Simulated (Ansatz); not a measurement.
A single Al atom.

UHF on doublet Al was run in several spherical basis sets with Ansatz (development build ahead of 0.2.0).

Q: Rank the basis sets by the total energy that they give, lowest first, with the distance from the lowest.
A. STO-3G
B. def2-SVP
C. pcseg-2
D. cc-pV(T+d)Z

A: D (0.00 eV), C (0.27 eV), B (2.44 eV), A (82.20 eV).

Totals follow the description of the cores as much as that of the bonds, so this order isn't one of quality for chemistry.
